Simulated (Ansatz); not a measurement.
Reactions of C₃H₅ClSi, SMILES `C#C[SiH](C)Cl`.

Computed with Ansatz on PBE0-D4/def2-TZVP structures; ΔE is electronic, products minus reactants. CCSD(T)/CBS adds triple-zeta CCSD(T) − MP2 to the extrapolated MP2 energy (def2 sets, frozen cores). This one scheme is used for every species. For Br outer-core shells are correlated without core-valence functions, which leaves a few kJ/mol of doubt a bond. Scalar relativity is left out up to krypton. One conformer a species, not always the lowest.

Order these by ΔE at CCSD(T)/CBS, lowest first. (An estimate is asked.)
A. `C#C[SiH](C)Cl` + H–F → `C#C[SiH](F)Cl` + CH₄
B. `C#C[SiH](C)Cl` + `CC1=CC1` → `C#CC1C=C1C` + `C[SiH2]Cl`
C. `C#C[SiH](C)Cl` + HBr → `C[SiH](Cl)Br` + `C#C`
D. `C#C[SiH](C)Cl` + CH₃OH → `CO[SiH](C)Cl` + `C#C`
E. `C#C[SiH](C)Cl` + BH₃ → `B[SiH](C)C#C` + HCl
F. `C#C[SiH](C)Cl` → `[SiH3]C1=C(Cl)C1`
G. `C#C[SiH](C)Cl` + CH₃OH → `C#C[SiH](C)OC` + HCl
H. `C#C[SiH](C)Cl` → `ClC1=CC[SiH2]1`

A (-135.4 kJ/mol), D (-68.7 kJ/mol), C (-60.5 kJ/mol), G (-1.1 kJ/mol), B (+47.5 kJ/mol), E (+122.4 kJ/mol), H (+148.5 kJ/mol), F (+293.2 kJ/mol).

Largest T1 diagnostic: 0.013, for `C#C`.
